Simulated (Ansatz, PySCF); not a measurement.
Process, species as SMILES: O=BCl → O=BCl as doublet, charge -1 (an electron is taken up)
Geometries: B3LYP-D3(BJ)/def2-TZVP minima from Ansatz (a quantum-chemistry and plane-wave program).

Property: adiabatic electron affinity (0 K, with B3LYP-D3(BJ) harmonic zero-point energies from PySCF), positive where the reaction releases energy, in eV. Correlated levels leave the core frozen unless marked. Open shells are spin-unrestricted. No spin-orbit coupling. No relativistic terms. Anions need diffuse functions: aug- sets have them; def2-D sets add few; the other sets have none. CBS(X,Y): correlation extrapolated as X^-3; Hartree-Fock from the larger set. The bracket is a focal-point correction in the basis named.

```csv
level,program,adiabatic electron affinity (eV)
TPSS-D3(BJ)/def2-TZVPD,PySCF + dftd3,0.30
M06-L/def2-TZVPD,PySCF,-0.10
r2SCAN/def2-TZVPD,Ansatz,0.31
r2SCAN-D3(BJ)/def2-TZVPD,Ansatz + dftd3,0.31
```

Q: Estimate the value at RI-MP2/CBS(aug-cc-pV(T+d)Z,aug-cc-pV(Q+d)Z)+[CCSD(T)-MP2]/aug-cc-pV(T+d)Z as computed with Ansatz.

A: 0.16 eV, so r2SCAN-D3(BJ)/def2-TZVPD differs from it by 0.15 eV.
